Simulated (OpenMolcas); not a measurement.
# d6 ions of charge +3 down a group on the Zr site of Cs2ZrCl6

* Program: OpenMolcas
* Method: CASSCF
* Spin-orbit coupling: RASSI with atomic mean-field integrals over the reference wave functions

The d shell is active. Each dopant is a cluster with its nearest anions in model potentials and point charges, with no relaxation and no local charge compensation. Distances were set from a Shannon-type radius of the metal (high-spin where two are listed) plus a fixed donor radius (Cl 1.76 Å), in hosts weighted 0.65 to 0.35 with the host's distance in the model lattice. Ligand basis ANO-RCC-VDZP, DKH2 Hamiltonian. States (labels of O, the rotations of Oh). Energies in cm-1 above the lowest state or level, χT in cm3 K/mol; under a threefold ground state the first gap can be a small split of the lowest multiplet, not the spin-orbit step; 10Dq and B are least-squares fits to the states below 45000 cm-1, weighted by degeneracy, with a free offset, and given where the rms deviation is under 5 % of |10Dq| (or 100 cm-1) and under 700 cm-1. Spin-only χT is S(S+1) / 2 for the spin of the ground state.

```tsv
Ion	Shell	R (Å)	Metal basis	Ground state	First state of that spin	10Dq	B (rms of fit)	First gap with spin-orbit (degeneracies)	χT at 300 K	First state of another spin	Spin-only χT
Co3+	3d6	2.396	ANO-RCC-VTZP	5T2	5E 8156			269.6 (3, 2)	4.192	3T1 15276	3.000
Rh3+	4d6	2.432	ANO-RCC-VTZP	1A1	1T1 14169	17865	617 (572)	7637 (1, 2)	0.038	3T1 8311	0.000
Ir3+	5d6	2.442	ANO-RCC-VTZP	1A1	1T1 18179	20931	594 (406)	11122 (1, 2)	0.033	3T1 12890	0.000
```

|10Dq| changes by a factor of 20931 / 17865 = 1.17 from Rh3+ to Ir3+.

B goes from 617 cm-1 (Rh3+) to 594 cm-1 (Ir3+).

Below the highest spin of the shell: Rh3+, Ir3+. χT departs most from the spin-only value for Co3+, by +1.192 cm3 K/mol.

Without dynamic correlation the repulsion within the d shell is too large (B by tens of per cent), so at a given field states of lower spin stand too high. Ligand-to-metal charge-transfer states are missing. With no ligand orbital active B as a rule stays too high, so bands that hang on it stand too high and its fall with covalency is understated. An orbital triplet at a regular site is open to Jahn-Teller coupling, which can distort the site and quench the lowest spin-orbit gaps and is left out (holds for Co3+). CASSCF with metal d orbitals alone favours high spin, so a ground state of lower spin is not ruled out (holds for Co3+). With metal d orbitals alone and no dynamic correlation the field as a rule comes out too small, by tens of per cent, by up to half for chloride and softer ligands, and with too little covalency χT stands high (holds for Co3+). This shell can be high or low spin here, a state of another spin lies low, and with metal d orbitals alone active their balance is uncertain, so the ground spin may be wrong, although the usual error favours high spin (holds for Rh3+). The least metal-like active orbital is 69 % on the metal (Löwdin) and no ligand orbital is active, so the numbers are rough, and ground spin, moment and any spin crossover can be artefacts of this space; highly charged d ions in such sites are as a rule low spin (holds for Rh3+). With metal d orbitals alone the field can be off either way by tens of per cent (holds for Rh3+; Ir3+). The least metal-like active orbital is 70 % on the metal (Löwdin) and no ligand orbital is active, so the numbers are rough, and ground spin, moment and any spin crossover can be artefacts of this space; highly charged d ions in such sites are as a rule low spin (holds for Ir3+). No measured value stands beside these numbers; the geometry was set by hand and not optimised.
